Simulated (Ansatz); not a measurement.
Reaction: H3BSO (SMILES B(S)O) → H2BSO (SMILES B([O])S, doublet) + H (doublet) (the H-O bond breaks)
Each species at its own B3LYP-D3(BJ)/def2-TZVP minimum (Ansatz, a first-principles code), one conformer.

Wanted: bond dissociation energy (electronic), in kJ/mol. UHF or UKS for unpaired electrons; spin-orbit terms are left out. CBS(X,Y): correlation extrapolated as X^-3, Hartree-Fock from the larger set. A bracket is a step between two methods taken in the basis named. Functionals run without relativity, which enters their misses. Double hybrids freeze cores in their MP2 part. '+ core + X2C': CCSD(T) terms for core correlation (cc-pwCVTZ, 1s frozen past Ne) and scalar relativity (cc-pVTZ-DK). Where a partner has so few electrons that a lower coupled-cluster level is exact, that level stands in.

CCSD(T)/CBS(cc-pV(T+d)Z,cc-pV(Q+d)Z) + [CCSDT(Q) - CCSD(T)]/cc-pV(D+d)Z + core + X2C (Ansatz) gives 476.7 kJ/mol.

Task: What does PBE/def2-TZVPD (Ansatz) give here, and how do the other levels compare?

Result: PBE gives 434.1 kJ/mol, 42.6 kJ/mol below it. Differences of the others: r2SCAN/def2-TZVPD (Ansatz) -37.9; B3LYP/def2-TZVPD (Ansatz) -30.1; PBE0/def2-TZVPD (Ansatz) -29.4; wB97M-V/def2-TZVPD (Ansatz) -11.5; B2PLYP/def2-TZVPD (Ansatz) -16.9; CCSD(T)/CBS(cc-pV(T+d)Z,cc-pV(Q+d)Z) + core + X2C (Ansatz) 1.9 kJ/mol. Nearer than PBE: r2SCAN/def2-TZVPD, B3LYP/def2-TZVPD, PBE0/def2-TZVPD, wB97M-V/def2-TZVPD, B2PLYP/def2-TZVPD, CCSD(T)/CBS(cc-pV(T+d)Z,cc-pV(Q+d)Z) + core + X2C.
